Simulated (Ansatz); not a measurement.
Consider the ligand exchange at the Si–O bond: `C[Si](O)(O)Cl` + H₂S → `C[Si](O)(S)Cl` + H₂O.

Program: Ansatz. Geometries: PBE0-D4/def2-TZVP. ΔE: electronic, gas phase. CCSD(T)/CBS adds triple-zeta CCSD(T) − MP2 to the extrapolated MP2 energy (def2 sets, frozen cores). This one scheme is used for every species. Functionals use def2-TZVPP. B3LYP here is the variant with VWN-RPA as its local correlation; programs differ in this. Each species was taken in one conformer, which may not be the lowest.

`C[Si](O)(O)Cl`:

Cartesian coordinates in Å:
```
C -0.447 1.339 -0.121
Si 0.233 -0.366 0.000
O -0.585 -1.337 1.032
O 0.188 -1.016 -1.491
Cl 2.181 -0.283 0.699
H -0.400 1.844 0.846
H -1.490 1.300 -0.443
H 0.119 1.927 -0.846
H -0.215 -1.466 1.906
H 0.416 -1.943 -1.583
```

H₂S:

```xyz
3

S     0.316   -0.459    0.270
H     0.672    0.689   -0.324
H    -0.988   -0.230    0.054
```

`C[Si](O)(S)Cl`:

```xyz
10

C    -0.961   -0.876   -0.527
Si    0.121    0.236    0.470
O    -0.135    1.754   -0.078
S     2.190   -0.279    0.443
Cl   -0.359    0.091    2.466
H    -2.003   -0.562   -0.433
H    -0.869   -1.907   -0.183
H    -0.680   -0.832   -1.582
H     0.398    2.454    0.305
H     2.299   -0.078   -0.883
```

H₂O:

Z-matrix (Å, degrees):
```
O
H 1 0.960
H 1 0.960 2 105.1
```

| level | ΔE (kJ/mol) |
| --- | --- |
| B3LYP-D4 | 50.4 |
| SCS-MP2/def2-QZVPP | 49.4 |

Task: What does CCSD(T)/CBS give? (An estimate is asked.)

Result: The calculation gave: +46.2 kJ/mol. The listed levels differ from it by 4.2, 3.2 kJ/mol.

Largest T1 diagnostic among the species: 0.010.

The D4 term adds −6.7 kJ/mol with B3LYP and −3.7 kJ/mol with PBE0; it sums over pairs of atoms, weighted by their polarisabilities, and B3LYP, whose exchange is more repulsive, gets the larger term. In def2-TZVPP, CCSD(T) changes the Hartree–Fock value by −18.1 kJ/mol (the triples alone add −3.7 kJ/mol) and MP2 by −23.5 kJ/mol. From PBE to PBE0 (25 % exact exchange), in def2-TZVPP and without D4, ΔE moves by +3.2 kJ/mol.

CCSD(T)/CBS has its own doubt, a few kJ/mol and more with outer-core shells, so smaller differences from it don't rank the levels.
